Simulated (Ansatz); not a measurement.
Pt₂H₄, relaxed as a singlet with RKS B3LYP-D4/def2-TZVP in Ansatz, starting from the GFN1-xTB geometry. Force threshold 0.02 eV/Å.

In the def2 sets Pt takes a core potential; there is no spin–orbit coupling. The structure comes from a short search, and lower isomers may exist.

Start:

```
atom   x (Å)   y (Å)   z (Å)
 Pt1   1.205   0.692   0.463
 Pt2  -0.254  -1.076  -0.693
  H3   0.238   1.959   1.219
  H4  -1.963  -1.915  -0.224
  H5   1.587   1.376   1.744
  H6  -0.812  -1.035  -2.509
```

Problem. Estimate the energy that the relaxation releases and the steps that it takes.

Solution. 325.9 kJ/mol, in 34 steps; 41 s on 4 threads of Arm Neoverse V2 on a shared host. The force fell under the threshold at step 14, but the optimiser went on and released 0.043 eV more. No frequencies were taken in this run, so the end may be a saddle point.

Problem. Does the start keep its bonding?

Solution. By distances, no bond broke or formed. The bond that changes most is Pt2–H4, from 1.96 to 1.54 Å (atoms count from 1). A close non-bonded pair moves further: H4–H6, from 2.71 to 1.98 Å. The end is the same structure that another start reached, the lowest one found.

Problem. Predict the relaxed structure.

Solution. 
```tsv
atom	x (Å)	y (Å)	z (Å)
Pt1	0.750	0.978	0.398
Pt2	-0.729	-0.986	-0.402
H3	0.164	1.157	1.786
H4	-2.058	-1.165	-1.165
H5	2.058	1.200	1.189
H6	-0.185	-1.183	-1.805
```
Bond lengths (bridged metal pairs left out): 1 × Pt–Pt 2.58 Å; 4 × H–Pt 1.52 to 1.54 Å.
